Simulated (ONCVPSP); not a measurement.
**PBE ONCV dataset for P, scalar-relativistic all-electron reference.**

Input for ONCVPSP 4.0.1:

```
# ATOM AND REFERENCE CONFIGURATION
# atsym  z   nc   nv     iexc    psfile
  P 15.00    3    2        4      upf
#
#   n    l    f
    1    0    2.00
    2    0    2.00
    2    1    6.00
    3    0    1.00
    3    1    4.00
#
# PSEUDOPOTENTIAL AND OPTIMIZATION
# lmax
    2
#
#   l,   rc,      ep,       ncon, nbas, qcut
    0    1.65    0.00    4    9    4.90
    1    1.60    0.00    4    8    4.90
    2    1.35    0.37    5    9    6.00
#
# LOCAL POTENTIAL
# lloc, lpopt,  rc(5),   dvloc0
    4    5    1.30    0.00
#
# VANDERBILT-KLEINMAN-BYLANDER PROJECTORs
# l, nproj, debl
    0    2    2.70
    1    2    0.70
    2    2    2.70
#
# MODEL CORE CHARGE
# icmod, fcfact, rcfact
    3    4.50    1.25
#
# LOG DERIVATIVE ANALYSIS
# epsh1, epsh2, depsh
   -2.00    5.00    0.02
#
# OUTPUT GRID
# rlmax, drl
    6.00    0.01
#
# TEST CONFIGURATIONS
# ncnf
    4
# nvcnf
#   n    l    f
    2
    3    0    2.00
    3    1    3.00
#
    2
    3    0    2.00
    3    1    2.00
#
    2
    3    0    2.00
    3    1    1.00
#
    2
    3    0    0.00
    3    1    5.00
#
```

Command:

```bash
oncvpsp.x < P.dat > P.out
```

The program printed (shortened: citation, most of the input echo, consistency checks and plot data are left out):

```
ONCVPSP  (Optimized Norm-Conservinng Vanderbilt PSeudopotential)
scalar-relativistic version 4.0.1

#   n    l    f        energy (Ha)
    1    0    2.00    -7.6649927E+01
    2    0    2.00    -6.4504988E+00
    2    1    6.00    -4.6310541E+00
    3    0    1.00    -5.3928213E-01
    3    1    4.00    -2.2312553E-01

Reference configufation results
  iterations    27
  all-electron total energy (Ha)   -3.41588520D+02

Begin loop to  construct optimized pseudo wave functions
and semi-local pseudopoentials for all angular momenta

   Wellstate for l =  0  n =  5
     eigenvalue =   2.1607
     asymptotic potential =   2.6607
     half-point radius =  3.5829

Calculating optimized projector #   1

 for l=   0

    Fraction of norm inside rc  0.425640
    Optimizing pswf for qcut=   4.90 a_B^-1,  ecut=  11.99 Ha
    Residual kinetic energy error=  1.66D-04 Ha

    Energy error per electron        Cutoff
         Ha          eV             Ha
         0.01000     0.27211        6.83
         0.00100     0.02721        9.86
         0.00010     0.00272       14.68
         0.00001     0.00027       73.45

Calculating optimized projector #   2

 for l=   0

    Fraction of norm inside rc  0.101092
    Optimizing pswf for qcut=   4.90 a_B^-1,  ecut=  11.99 Ha
    Residual kinetic energy error=  7.60D-04 Ha

    Energy error per electron        Cutoff
         Ha          eV             Ha
         0.01000     0.27211        8.70
         0.00100     0.02721       11.66
         0.00010     0.00272       22.41
         0.00001     0.00027       56.07

   Wellstate for l =  1  n =  4
     eigenvalue =   0.4769
     asymptotic potential =   0.9769
     half-point radius =  4.9768

Calculating optimized projector #   1

 for l=   1

    Fraction of norm inside rc  0.244584
    Optimizing pswf for qcut=   4.89 a_B^-1,  ecut=  11.97 Ha
    Residual kinetic energy error=  6.41D-05 Ha

    Energy error per electron        Cutoff
         Ha          eV             Ha
         0.01000     0.27211        3.04
         0.00100     0.02721        4.60
         0.00010     0.00272       11.16
         0.00001     0.00027       23.79

Calculating optimized projector #   2

 for l=   1

    Fraction of norm inside rc  0.133678
    Optimizing pswf for qcut=   4.89 a_B^-1,  ecut=  11.97 Ha
    Residual kinetic energy error=  2.62D-04 Ha

    Energy error per electron        Cutoff
         Ha          eV             Ha
         0.01000     0.27211        3.30
         0.00100     0.02721        5.09
         0.00010     0.00272       40.50
         0.00001     0.00027      101.13

   Wellstate for l =  2  n =  3
     eigenvalue =   0.3700
     asymptotic potential =   0.8700
     half-point radius =  3.2906

   Wellstate for l =  2  n =  5
     eigenvalue =   3.0700
     asymptotic potential =   3.5700
     half-point radius =  3.3111

Calculating optimized projector #   1

 for l=   2

    Fraction of norm inside rc  0.148192
    Optimizing pswf for qcut=   6.00 a_B^-1,  ecut=  18.00 Ha
    Residual kinetic energy error=  5.55D-03 Ha

    Energy error per electron        Cutoff
         Ha          eV             Ha
         0.01000     0.27211       15.47
         0.00100     0.02721       46.25
         0.00010     0.00272      144.62
         0.00001     0.00027      165.35

Calculating optimized projector #   2

 for l=   2

    Fraction of norm inside rc  0.134258
    Optimizing pswf for qcut=   6.00 a_B^-1,  ecut=  18.00 Ha
    Residual kinetic energy error=  3.68D-02 Ha

    Energy error per electron        Cutoff
         Ha          eV             Ha
         0.01000     0.27211       23.01
         0.00100     0.02721       44.90
         0.00010     0.00272       94.90
         0.00001     0.00027      194.88

Construct Vanderbilt / Kleinmman-Bylander projectors

B matrix Hermiticity error, ll=   0
   1   2   -1.4273E-04

  Orthonormal projector coefficients  5.7847E+00  6.6695E-01

B matrix Hermiticity error, ll=   1
   1   2    2.3720E-05

  Orthonormal projector coefficients  5.6205E+00  1.0736E+00

B matrix Hermiticity error, ll=   2
   1   2   -8.4467E-05

  Orthonormal projector coefficients -1.0900E+01 -3.4492E+00

Model core correction analysis
  based on d2Exc/dn_idn_j

d2excae - all-electron derivatives

   -3.740161D-02   -2.963958D-02
   -2.964086D-02   -2.735876D-02

d2excps - pseudofunction derivatives with no core correction

   -4.025644D-02   -3.137848D-02
   -3.138181D-02   -2.830064D-02

rms 2nd derivative error    1.942413E-03

rmatch, rhocmatch    1.0534    1.0983

Teter function model core charge with specified parameters

d2excps - pseudofunction derivatives with core correction

   -3.810194D-02   -3.014950D-02
   -3.015268D-02   -2.764144D-02

rms 2nd derivative error    5.225802E-04

Pseudoatom total energy   -6.110409

Diagnostic tests using Vanderbilt-Kleinman-Bylander pseudopotentials
  1 or more projectors used as specified by nproj input data

   l    rcore       rmatch      e in        delta e   norm test  slope test

   0   1.6596935   1.7100854  -0.5392821  -0.0000035   1.0000309   1.0000562
   0   1.6596935   1.7100854   2.1607179   0.0000039   1.0002163   1.0002163

   1   1.6011794   1.6497947  -0.2231255   0.0000010   1.0000246   1.0000086
   1   1.6011794   1.6497947   0.4768745   0.0000058   1.0000997   1.0000997

   2   1.3542428   1.3953606   0.3700000   0.0000177   1.0000635   1.0000635
   2   1.3542428   1.3953606   3.0700000   0.0000040   1.0001947   1.0001947

 Testing for bound ghosts
   n   l    E NL Schr. Eq   E Basis Diag.   E Cutoff

   1   0       -0.539286       -0.535581    126.06

   2   1       -0.223125       -0.201382    117.23

 Testing for highly-localized positive-energy ghosts
       l    <radius>/rc     E Basis Diag.   E Cutoff

       0        0.865518        7.010093    126.06  WARNING - GHOST(+)

Test configuration 0

   n   l     f        eae           eps        diff
   1   0  2.0000  -76.64992672
   2   0  2.0000   -6.45049880
   2   1  6.0000   -4.63105411
   3   0  1.0000   -0.53928213   -0.53928561   -3.48D-06
   3   1  4.0000   -0.22312553   -0.22312454    9.86D-07

    Total energies and differences
      AE_ref= -3.41588520D+02  AE_tst= -3.41588520D+02  dif=  0.00D+00
      PS_ref= -6.11040877D+00  PS_tst= -6.11040877D+00  dif= -2.66D-15
      PSP excitation error=  2.66D-15

Test configuration 1

   n   l     f        eae           eps        diff
   1   0  2.0000  -76.59189075
   2   0  2.0000   -6.39406272
   2   1  6.0000   -4.57504848
   3   0  2.0000   -0.51336413   -0.51331681    4.73D-05
   3   1  3.0000   -0.20237180   -0.20239107   -1.93D-05

    Total energies and differences
      AE_ref= -3.41588520D+02  AE_tst= -3.41902143D+02  dif= -3.14D-01
      PS_ref= -6.11040877D+00  PS_tst= -6.42400929D+00  dif= -3.14D-01
      PSP excitation error= -2.22D-05

Test configuration 2

   n   l     f        eae           eps        diff
   1   0  2.0000  -76.99054902
   2   0  2.0000   -6.78485345
   2   1  6.0000   -4.96658816
   3   0  2.0000   -0.85579034   -0.85562482    1.66D-04
   3   1  2.0000   -0.52239719   -0.52231651    8.07D-05

    Total energies and differences
      AE_ref= -3.41588520D+02  AE_tst= -3.41544589D+02  dif=  4.39D-02
      PS_ref= -6.11040877D+00  PS_tst= -6.06644544D+00  dif=  4.40D-02
      PSP excitation error= -3.23D-05

Test configuration 3

   n   l     f        eae           eps        diff
   1   0  2.0000  -77.48150135
   2   0  2.0000   -7.25895834
   2   1  6.0000   -5.44219278
   3   0  2.0000   -1.24787342   -1.24717823    6.95D-04
   3   1  1.0000   -0.89209700   -0.89148285    6.14D-04

    Total energies and differences
      AE_ref= -3.41588520D+02  AE_tst= -3.40840950D+02  dif=  7.48D-01
      PS_ref= -6.11040877D+00  PS_tst= -5.36305980D+00  dif=  7.47D-01
      PSP excitation error=  2.21D-04

Test configuration 4

   n   l     f        eae           eps        diff
   1   0  2.0000  -76.70440325
   2   0  2.0000   -6.50373138
   2   1  6.0000   -4.68380435
   3   1  5.0000   -0.24225487   -0.24223278    2.21D-05

    Total energies and differences
      AE_ref= -3.41588520D+02  AE_tst= -3.41270039D+02  dif=  3.18D-01
      PS_ref= -6.11040877D+00  PS_tst= -5.79188939D+00  dif=  3.19D-01
      PSP excitation error= -3.81D-05
```

The run took about 5 s on one core of a shared server CPU.
